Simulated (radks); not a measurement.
Effect of the nuclear size on neutral strontium, [Kr] 5s2. Method: Dirac Kohn-Sham, exchange-only LDA, spin-unpolarised, spherical densities, finite nucleus; Fermi nuclear charge, rms radius 4.224 fm; computed with a radial shooting solver on a logarithmic mesh with Libxc functionals. The rms radius is varied about that value; shifts are against it.

rms radius (fm)  total energy shift (eV)  density at nucleus (e/bohr^3)  1s1/2 shift (meV)  2s1/2 shift (meV)  3p1/2 shift (meV)  4s1/2 shift (meV)  4p1/2 shift (meV)
3.6157                            -0.221                      6.154e+04              -93.8              -9.65              0.170             -0.190              0.049
3.8227                            -0.150                      6.124e+04              -63.4              -6.52              0.115             -0.129              0.033
4.224                                  0                       6.07e+04              0.000              0.000              0.000              0.000              0.000
4.4436                            0.0876                      6.043e+04               37.1               3.82             -0.067              0.075             -0.019
4.9843                             0.320                      5.981e+04                136               14.0             -0.246              0.276             -0.071

Slopes of the eigenvalues against <r^2> in GHz/fm^2, as finite differences over the two radii next to the reference (eigenvalue slopes, not the field-shift constants of lines): 1s1/2 4730, 2s1/2 487, 3p1/2 -8.58, 4s1/2 9.61, 4p1/2 -2.47.
